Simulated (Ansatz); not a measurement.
The lowest singlet and triplet of H2Sn (SMILES [SnH2]); geometries from B3LYP-D3(BJ)/def2-TZVP, each state relaxed from the structure named, with no frequency check.
Singlet at the triplet's geometry (charge 0, multiplicity 1):
```xyz
3

Sn     0.000     0.034     0.000
H     -1.487    -0.846     0.000
H      1.492    -0.838     0.000
```

A positive gap puts the triplet lower; no zero-point energy. R- takes a restricted singlet. U- takes an unrestricted singlet (broken symmetry where lower, unprojected). The triplet is unrestricted in single-reference levels.

Correlated levels freeze the cores. Filled d and f shells under p-block atoms count as core.

The values were computed with Ansatz (an electronic-structure program). Each number belongs to the level named beside it. In def2 rows elements past Kr take small-core potentials, without spin–orbit coupling.

Question: One of these levels gives -14.81 kcal/mol for the gap E(singlet) − E(triplet), vertical, at the triplet's geometry. Name it.
A) U-MP2/def2-SVP (spin-contaminated)
B) U-SCS-MP2/def2-TZVPP (spin-contaminated)
C) U-CCSD/def2-TZVPP (spin-contaminated)
D) R-B2PLYP/def2-TZVPP

Answer: C, U-CCSD/def2-TZVPP (spin-contaminated). The others give -17.89 (R-B2PLYP/def2-TZVPP), -8.77 (U-MP2/def2-SVP (spin-contaminated)), -12.53 (U-SCS-MP2/def2-TZVPP (spin-contaminated))

Doubts at one or more of the structures used: a restricted determinant that unrestricted orbitals would lower (R-B2PLYP/def2-TZVPP); T1 above 0.05 (U-CCSD/def2-TZVPP (spin-contaminated)).
